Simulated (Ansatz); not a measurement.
Gas-phase electronic energies from Ansatz, PBE0-D4/def2-TZVP geometries. CCSD(T)/CBS adds triple-zeta CCSD(T) − MP2 to the extrapolated MP2 energy (def2 sets, frozen cores). Functionals use def2-TZVPP. B3LYP here is the variant with VWN-RPA as its local correlation; programs differ in this. Each species was taken in one conformer, which may not be the lowest.

Consider the isomerisation: `CCOC[SiH3]` → `OCCC[SiH3]`.

`CCOC[SiH3]`:

Cartesian coordinates in Å:
```
C -1.199 -1.825 0.428
C -0.440 -1.280 -0.764
O -0.264 0.121 -0.729
C 0.687 0.562 0.210
Si 0.905 2.425 0.008
H -1.371 -2.897 0.301
H -0.648 -1.690 1.361
H -2.167 -1.330 0.523
H -0.994 -1.480 -1.684
H 0.540 -1.771 -0.853
H 0.380 0.342 1.244
H 1.655 0.058 0.056
H 1.390 2.747 -1.358
H -0.382 3.126 0.251
H 1.908 2.890 1.005
```

`OCCC[SiH3]`:

```xyz
15

O    -0.471    1.270   -1.667
C    -0.259   -0.117   -1.495
C    -0.978   -0.557   -0.240
C    -0.516    0.173    1.019
Si    1.295   -0.042    1.468
H     0.044    1.571   -2.418
H     0.816   -0.337   -1.409
H    -0.644   -0.682   -2.355
H    -0.832   -1.637   -0.129
H    -2.052   -0.398   -0.385
H    -0.713    1.244    0.916
H    -1.103   -0.167    1.879
H     2.205    0.621    0.494
H     1.557    0.546    2.810
H     1.652   -1.489    1.510
```

| level | ΔE (kcal/mol) | difference from CCSD(T)/CBS |
| --- | --- | --- |
| PBE-D4 | -10.6 | 1.4 |
| PBE0-D4 | -11.5 | 0.5 |
| B3LYP-D4 | -9.8 | 2.2 |
| ωB97X-V | -10.6 | 1.4 |
| ωB97M-V | -11.3 | 0.7 |
| r2SCAN | -10.6 | 1.4 |
| PBE0 | -11.0 | 1.0 |
| HF/def2-TZVPP | -9.1 | 2.9 |
| SCS-MP2/def2-QZVPP | -11.8 | 0.2 |
| MP2/CBS(def2) | -13.3 | -1.3 |
| CCSD(T)/CBS | -12.0 | 0 |

Largest T1 diagnostic among the species: 0.011.

The D4 term adds −1.0 kcal/mol with B3LYP and −0.5 kcal/mol with PBE0; it sums over pairs of atoms, weighted by their polarisabilities, and B3LYP, whose exchange is more repulsive, gets the larger term. In def2-TZVPP, CCSD(T) changes the Hartree–Fock value by −2.4 kcal/mol (the triples alone add −0.0 kcal/mol) and MP2 by −3.7 kcal/mol. From PBE to PBE0 (25 % exact exchange), in def2-TZVPP and without D4, ΔE moves by −1.0 kcal/mol.

CCSD(T)/CBS has its own doubt, a few kJ/mol and more with outer-core shells, so smaller differences from it don't rank the levels.
